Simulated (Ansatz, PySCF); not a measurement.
System: B$_{2}$, net charge 0, triplet state. 
Coordinates optimised at B3LYP-D3(BJ)/def2-TZVP (Ansatz, an electronic-structure program):
```xyz
2

B      0.0000     0.0000    -0.7840
B      0.0000     0.0000     0.7840
```
Charge 0, spin multiplicity 3.

Total electronic energies in hartree. Valence correlation only, unless marked. Open shells are spin-unrestricted. Spin-orbit coupling is left out. Non-relativistic. FCI takes restricted orbitals. Basis-set limits of correlation are two-point, X^-3; Hartree-Fock from the larger set (for Q and 5 zeta extrapolated as (X+1)exp(-9√X)). The program attaches cautions to a run behind HF/6-31G*: large difference. The program attaches cautions to a run behind HF/aug-cc-pVQZ: large difference. The program attaches cautions to a run behind HF/cc-pVQZ: large difference. The program attaches cautions to a run behind MP2/cc-pVDZ: large difference. The program attaches cautions to a run behind MP2/CBS(def2-TZVPP,def2-QZVPP): large difference. The program attaches cautions to a run behind MP2/CBS(cc-pVQZ,cc-pV5Z): large difference. The program attaches cautions to a run behind RI-MP2/CBS(def2-TZVPPD,def2-QZVPPD): large difference. The program attaches cautions to a run behind SCS-MP2/cc-pwCVTZ: large difference. The program attaches cautions to a run behind CCSD/cc-pV5Z: large difference. The program attaches cautions to a run behind CCSD/CBS(cc-pVQZ,cc-pV5Z): large difference. The program attaches cautions to a run behind CCSD(T)/cc-pV5Z: large difference. The program attaches cautions to a run behind CCSD(T)/CBS(cc-pVQZ,cc-pV5Z): large difference.

The UHF reference is spin-contaminated (<S^2> 0.91 over the pure value in the largest basis). The T1 diagnostic of CCSD in the largest basis is 0.070, which is high, so the coupled-cluster rows are less sure than usual.

```
level                                       program  energy (Eh)
-----------------------------------  --------------  -----------
HF/6-31G*                                    Ansatz    -49.13561
HF/aug-cc-pVQZ                               Ansatz    -49.15386
HF/cc-pVQZ                                   Ansatz    -49.15383
RI-HF/def2-TZVPPD                            Ansatz    -49.15247
revPBE/def2-TZVPD                            Ansatz            …
PBE0-D3(BJ)/def2-TZVP                Ansatz + dftd3    -49.35596
TPSSh-D4/def2-TZVPD                   PySCF + dftd4    -49.43296
r2SCAN0-D4/def2-TZVPD                Ansatz + dftd4    -49.39898
PW6B95-D3(BJ)/def2-TZVPD              PySCF + dftd3    -49.49427
MN15-D3(BJ)/def2-TZVPD                PySCF + dftd3            …
HSE06/def2-TZVPD                             Ansatz    -49.35172
MP2/cc-pVDZ                                  Ansatz    -49.22293
MP2/CBS(def2-TZVPP,def2-QZVPP)               Ansatz     -49.2633
MP2/CBS(cc-pVQZ,cc-pV5Z)                     Ansatz     -49.2640
RI-MP2/def2-TZVPP                            Ansatz    -49.24899
RI-MP2/CBS(def2-TZVPPD,def2-QZVPPD)          Ansatz     -49.2631
SCS-MP2/STO-3G                               Ansatz    -48.46499
SCS-MP2/cc-pwCVTZ                            Ansatz    -49.24535
CCSD/cc-pV5Z                                 Ansatz    -49.29005
CCSD/CBS(cc-pVQZ,cc-pV5Z)                    Ansatz     -49.2917
CCSD(T)/cc-pV5Z                              Ansatz    -49.30068
FCI/6-31G                                    Ansatz    -49.21797
CCSD(T)/CBS(cc-pVQZ,cc-pV5Z)                 Ansatz     -49.3026
```

Fill in the missing entries.


- revPBE/def2-TZVPD, energy (Eh): -49.42501
- MN15-D3(BJ)/def2-TZVPD, energy (Eh): -49.34826
